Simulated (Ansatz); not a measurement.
**Molecular dynamics of C$_{2}$H$_{10}$BNOSi**

input.yaml

```yaml
crystal:
  periodic: [false, false, false]
  atoms:
    - { symbol: C, position_ang: [-0.451959, -1.537365, 0.594987] }
    - { symbol: C, position_ang: [-0.029487, -0.203676, -0.123834] }
    - { symbol: O, position_ang: [-0.49877, -0.206673, -1.533613] }
    - { symbol: Si, position_ang: [1.87679, -0.011931, -0.005086] }
    - { symbol: B, position_ang: [-0.719141, 1.060026, 0.558602] }
    - { symbol: "N", position_ang: [-1.461232, 1.857326, -0.287036] }
    - { symbol: H, position_ang: [-0.17256, -1.50882, 1.658335] }
    - { symbol: H, position_ang: [0.038012, -2.411239, 0.134789] }
    - { symbol: H, position_ang: [-1.540346, -1.686234, 0.529729] }
    - { symbol: H, position_ang: [-0.07066, -1.062711, -1.902041] }
    - { symbol: H, position_ang: [2.507012, -1.104531, -0.717514] }
    - { symbol: H, position_ang: [2.314207, -0.046751, 1.373493] }
    - { symbol: H, position_ang: [2.307802, 1.231528, -0.604444] }
    - { symbol: H, position_ang: [-0.595895, 1.317876, 1.694532] }
    - { symbol: H, position_ang: [-1.547323, 1.568729, -1.284777] }
    - { symbol: H, position_ang: [-1.979348, 2.721846, -0.041621] }
basis:
  gaussian: { orbitals: STO-3G }
hamiltonian:
  xc: r2scan
md:
  timestep: 3.0
  n_steps: 40
  ensemble: nve
  temperature: 300.0
  initial_velocities: maxwell_boltzmann
  seed: 797028
scf:
  lower_state_search: "off"
```

Launched with:

```bash
$ ansatz run input.yaml --threads 1 --pin off --max-ram 2048MiB --backend cpu --events-out ev --progress --plain --runs-dir out
```

It starts from a relaxed structure.

Output, in part (step lines, the closing report, with atoms numbered from 0):

```
md step     0: t =     0.00 fs  T =   300.0 K  F+E_penalty+E_count = -14151.78704515 eV  E_kin = 0.542892 eV  conserved = -14151.24415315 eV  (14 SCF iters)
md step     1: t =     3.00 fs  T =   171.4 K  F+E_penalty+E_count = -14151.25481489 eV  E_kin = 0.310220 eV  conserved = -14150.94459453 eV  (18 SCF iters)
md step     2: t =     6.00 fs  T =   252.5 K  F+E_penalty+E_count = -14150.73873287 eV  E_kin = 0.456991 eV  conserved = -14150.28174147 eV  (18 SCF iters)
md step     3: t =     9.00 fs  T =   621.1 K  F+E_penalty+E_count = -14148.00371427 eV  E_kin = 1.124044 eV  conserved = -14146.87967030 eV  (18 SCF iters)
md step     4: t =    12.00 fs  T =  1697.7 K  F+E_penalty+E_count = -14145.86323498 eV  E_kin = 3.072266 eV  conserved = -14142.79096903 eV  (24 SCF iters)
md step     5: t =    15.00 fs  T = 10324.7 K  F+E_penalty+E_count = -14138.84027639 eV  E_kin = 18.683984 eV  conserved = -14120.15629195 eV  (38 SCF iters)
md step     6: t =    18.00 fs  T = 56827.4 K  F+E_penalty+E_count = -14138.13870151 eV  E_kin = 102.837184 eV  conserved = -14035.30151774 eV  (50 SCF iters)
md step     7: t =    21.00 fs  T = 58403.5 K  F+E_penalty+E_count = -14140.69016740 eV  E_kin = 105.689275 eV  conserved = -14035.00089276 eV  (33 SCF iters)
md step     8: t =    24.00 fs  T = 389626.3 K  F+E_penalty+E_count = -14107.07858303 eV  E_kin = 705.083383 eV  conserved = -13401.99519964 eV  (30 SCF iters)
md step     9: t =    27.00 fs  T = 1434663.3 K  F+E_penalty+E_count = -14136.54331798 eV  E_kin = 2596.224105 eV  conserved = -11540.31921277 eV  (102 SCF iters)
md step    10: t =    30.00 fs  T = 1432019.7 K  F+E_penalty+E_count = -14127.81672016 eV  E_kin = 2591.440174 eV  conserved = -11536.37654604 eV  (88 SCF iters)
md step    11: t =    33.00 fs  T = 1429651.8 K  F+E_penalty+E_count = -14123.99234904 eV  E_kin = 2587.155072 eV  conserved = -11536.83727695 eV  (61 SCF iters)
md step    12: t =    36.00 fs  T = 1428566.2 K  F+E_penalty+E_count = -14122.16908960 eV  E_kin = 2585.190482 eV  conserved = -11536.97860712 eV  (90 SCF iters)
md step    13: t =    39.00 fs  T = 1428061.2 K  F+E_penalty+E_count = -14121.36420476 eV  E_kin = 2584.276613 eV  conserved = -11537.08759186 eV  (105 SCF iters)
md step    14: t =    42.00 fs  T = 1427815.1 K  F+E_penalty+E_count = -14120.72938236 eV  E_kin = 2583.831372 eV  conserved = -11536.89801061 eV  (39 SCF iters)
md step    15: t =    45.00 fs  T = 1427758.7 K  F+E_penalty+E_count = -14120.53457756 eV  E_kin = 2583.729158 eV  conserved = -11536.80542001 eV  (41 SCF iters)
md step    16: t =    48.00 fs  T = 1427661.7 K  F+E_penalty+E_count = -14119.62938674 eV  E_kin = 2583.553639 eV  conserved = -11536.07574732 eV  (43 SCF iters)
md step    17: t =    51.00 fs  T = 1427840.6 K  F+E_penalty+E_count = -14120.07465517 eV  E_kin = 2583.877413 eV  conserved = -11536.19724253 eV  (41 SCF iters)
md step    18: t =    54.00 fs  T = 1450855.3 K  F+E_penalty+E_count = -14111.82365006 eV  E_kin = 2625.525842 eV  conserved = -11486.29780760 eV  (52 SCF iters)
md step    19: t =    57.00 fs  T = 1538093.0 K  F+E_penalty+E_count = -14113.96804761 eV  E_kin = 2783.394608 eV  conserved = -11330.57343944 eV  (333 SCF iters)
md step    20: t =    60.00 fs  T = 1537895.1 K  F+E_penalty+E_count = -14113.48773675 eV  E_kin = 2783.036445 eV  conserved = -11330.45129164 eV  (66 SCF iters)
md step    21: t =    63.00 fs  T = 1537451.1 K  F+E_penalty+E_count = -14112.79684660 eV  E_kin = 2782.232912 eV  conserved = -11330.56393507 eV  (105 SCF iters)
md step    22: t =    66.00 fs  T = 1536906.3 K  F+E_penalty+E_count = -14111.90283519 eV  E_kin = 2781.247006 eV  conserved = -11330.65582892 eV  (254 SCF iters)
md step    23: t =    69.00 fs  T = 1536247.3 K  F+E_penalty+E_count = -14110.56134270 eV  E_kin = 2780.054534 eV  conserved = -11330.50680918 eV  (183 SCF iters)
md step    24: t =    72.00 fs  T = 1535740.7 K  F+E_penalty+E_count = -14109.67223849 eV  E_kin = 2779.137747 eV  conserved = -11330.53449150 eV  (88 SCF iters)
md step    25: t =    75.00 fs  T = 1535433.7 K  F+E_penalty+E_count = -14109.14697315 eV  E_kin = 2778.582163 eV  conserved = -11330.56481050 eV  (306 SCF iters)
md step    26: t =    78.00 fs  T = 1535248.3 K  F+E_penalty+E_count = -14108.74328463 eV  E_kin = 2778.246709 eV  conserved = -11330.49657579 eV  (229 SCF iters)
md step    27: t =    81.00 fs  T = 1535422.9 K  F+E_penalty+E_count = -14109.09044747 eV  E_kin = 2778.562608 eV  conserved = -11330.52783976 eV  (148 SCF iters)
md step    28: t =    84.00 fs  T = 1536305.8 K  F+E_penalty+E_count = -14110.72666643 eV  E_kin = 2780.160342 eV  conserved = -11330.56632476 eV  (164 SCF iters)
md step    29: t =    87.00 fs  T = 1537842.8 K  F+E_penalty+E_count = -14113.65869340 eV  E_kin = 2782.941901 eV  conserved = -11330.71679191 eV  (204 SCF iters)
md step    30: t =    90.00 fs  T = 1539302.7 K  F+E_penalty+E_count = -14116.31468080 eV  E_kin = 2785.583669 eV  conserved = -11330.73101155 eV  (311 SCF iters)
md step    31: t =    93.00 fs  T = 1539629.3 K  F+E_penalty+E_count = -14117.16273318 eV  E_kin = 2786.174657 eV  conserved = -11330.98807588 eV  (189 SCF iters)
md step    32: t =    96.00 fs  T = 1539586.7 K  F+E_penalty+E_count = -14116.88233711 eV  E_kin = 2786.097657 eV  conserved = -11330.78468014 eV  (53 SCF iters)
md step    33: t =    99.00 fs  T = 1538767.5 K  F+E_penalty+E_count = -14115.25280610 eV  E_kin = 2784.615147 eV  conserved = -11330.63765867 eV  (63 SCF iters)
md step    34: t =   102.00 fs  T = 1536523.9 K  F+E_penalty+E_count = -14110.83100848 eV  E_kin = 2780.555038 eV  conserved = -11330.27597098 eV  (63 SCF iters)
md step    35: t =   105.00 fs  T = 1534999.6 K  F+E_penalty+E_count = -14108.19472893 eV  E_kin = 2777.796739 eV  conserved = -11330.39798948 eV  (174 SCF iters)
md step    36: t =   108.00 fs  T = 1534183.0 K  F+E_penalty+E_count = -14106.69363547 eV  E_kin = 2776.318928 eV  conserved = -11330.37470755 eV  (241 SCF iters)
md step    37: t =   111.00 fs  T = 1533855.5 K  F+E_penalty+E_count = -14106.00206024 eV  E_kin = 2775.726201 eV  conserved = -11330.27585958 eV  (246 SCF iters)
md step    38: t =   114.00 fs  T = 1533938.6 K  F+E_penalty+E_count = -14106.27122060 eV  E_kin = 2775.876702 eV  conserved = -11330.39451908 eV  (264 SCF iters)
md step    39: t =   117.00 fs  T = 1534422.1 K  F+E_penalty+E_count = -14107.07204142 eV  E_kin = 2776.751632 eV  conserved = -11330.32040900 eV  (162 SCF iters)
md step    40: t =   120.00 fs  T = 1535773.1 K  F+E_penalty+E_count = -14109.41185004 eV  E_kin = 2779.196442 eV  conserved = -11330.21540780 eV  (61 SCF iters)
Total energy: -14109.41186973 eV, -518.5113225098 hartree
Atom 0 at    -1.015162    -0.218385    -0.598613 Å, force    -1.434893     3.597038     1.769703 eV/Å
Atom 1 at    -0.181747     1.268398     0.345393 Å, force     1.756988    -2.027245    -1.528688 eV/Å
Atom 2 at    -0.200064     3.527074     2.277348 Å, force    -2.017104    -1.460958   -10.147001 eV/Å
Atom 3 at     1.960294     0.259547    -0.117484 Å, force    -2.391800     3.239874    -1.290976 eV/Å
Atom 4 at    -0.494503     3.225669     0.674101 Å, force     2.750920    -3.486404     9.299047 eV/Å
Atom 5 at    16.888921   -13.359403    42.302992 Å, force    -0.000006     0.000007     0.000007 eV/Å
Atom 6 at    -0.606434    -1.286241    -0.532180 Å, force    -0.382705     1.620420     1.158186 eV/Å
Atom 7 at    -0.816979     0.049671    -1.662257 Å, force    -0.714385     0.345142     0.327815 eV/Å
Atom 8 at    -2.154245    -0.064049    -0.260128 Å, force     2.804481    -1.040939    -1.349788 eV/Å
Atom 9 at    -3.528951  -124.437062   -17.325699 Å, force    -0.000002     0.000002     0.000002 eV/Å
Atom 10 at     1.650796    -0.035271    -1.556685 Å, force     0.376208    -0.224831     1.226601 eV/Å
Atom 11 at     2.633921    -0.831870     0.557591 Å, force    -0.535787    -0.146519     0.260625 eV/Å
Atom 12 at     2.905976     1.381145    -0.206659 Å, force    -0.211915    -0.415578     0.274491 eV/Å
Atom 13 at    13.281358    -5.636092    46.328304 Å, force     0.000002    -0.000008    -0.000024 eV/Å
Atom 14 at    -3.614726   -25.845487  -140.164415 Å, force    -0.000001    -0.000000     0.000002 eV/Å
Atom 15 at  -264.431984   243.865910  -526.124568 Å, force    -0.000000    -0.000000    -0.000000 eV/Å
Dipole moment:     7.436719    -2.751579    17.930598 e Å
```

All steps were run. The conserved energy changed by up to 180000 meV per atom, so the integration failed: the time step of 3 fs is too long for the fastest motions that this run met, and the later frames carry no physical meaning.

Parted: C1–C2 1.57 → 1.95 Å, C2–O3 1.49 → 2.97 Å, C2–Si4 1.92 → 2.41 Å, C2–B5 1.59 → 2.01 Å, O3–H10 1.03 → 129.50 Å, B5–N6 1.38 → 48.06 Å. Joined: O3–B5 2.46 → 1.66 Å. It ends as BO + C + CH3 + H + H + H + H + H3Si + N by the count below, though a long contact still joins these pieces: C2–B5, 2.01 Å. Pairs count as bonded within 1.25 times the sum of covalent radii (0.12 Å more for H–H).

Last frame:

```xyz
16
Properties=species:S:1:pos:R:3
C -1.015 -0.218 -0.599
C -0.182 1.268 0.345
O -0.200 3.527 2.277
Si 1.960 0.260 -0.117
B -0.494 3.226 0.674
N 16.889 -13.359 42.303
H -0.606 -1.286 -0.532
H -0.817 0.050 -1.662
H -2.154 -0.064 -0.260
H -3.529 -124.437 -17.326
H 1.651 -0.035 -1.557
H 2.634 -0.832 0.558
H 2.906 1.381 -0.207
H 13.281 -5.636 46.328
H -3.615 -25.846 -140.164
H -264.432 243.866 -526.125
```

The run took 7 min on 1 thread of Intel(R) Xeon(R) Platinum 8259CL CPU @ 2.50GHz (Skylake/Cascade Lake) (shared host), peak memory 0.14 GiB.
